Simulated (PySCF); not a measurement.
In(H)(vinyl)(NH2) (C2H6InN), SMILES C=[CH][InH][NH2].

The structure is a stationary point at PBE-D3(BJ)/def2-SVP. The structure was generated by enumeration; whether it is a known compound was not checked. The def2 effective core potentials stand for the cores of In; spin–orbit coupling is left out. The values are those of a single conformer.

These are PBE-D3(BJ)/def2-SVP in PySCF 2.14.0 values and carry that method's errors.

Frequencies are harmonic and unscaled.

```
mode  ν (cm⁻¹)  IR (km/mol)  moving atoms (share of kinetic energy)
----  --------  -----------  --------------------------------------
1           44          1.3                   H 48 %, C 42 %, N 8 %
2           95          1.6                  N 44 %, H 24 %, C 24 %
3          155        156.8                          H 76 %, N 22 %
4          242         11.0                 C 55 %, H 30 %, In 14 %
5          299         12.6                                  H 93 %
6          413          4.6                          H 85 %, C 15 %
7          436         63.7                                  H 92 %
8          473         36.4                          H 80 %, C 16 %
9          485         24.5                  C 68 %, H 22 %, In 9 %
10         583         24.9                 N 72 %, H 17 %, In 10 %
11         662         75.6                          H 84 %, N 15 %
12         935         27.2                          H 72 %, C 28 %
13         958          6.6                          H 87 %, C 12 %
14        1009         11.3                                  H 94 %
15        1206         14.4                          H 73 %, C 27 %
16        1365          4.2                          H 84 %, C 16 %
17        1460         10.1                          H 90 %, N 10 %
18        1600          3.0                          C 85 %, H 15 %
19        1747        210.8                                  H 99 %
20        3027         25.1                                  H 95 %
21        3070         11.2                           H 92 %, C 8 %
22        3116         14.6                          H 90 %, C 10 %
23        3486         11.0                                  H 96 %
24        3596         13.0                           H 91 %, N 9 %
```
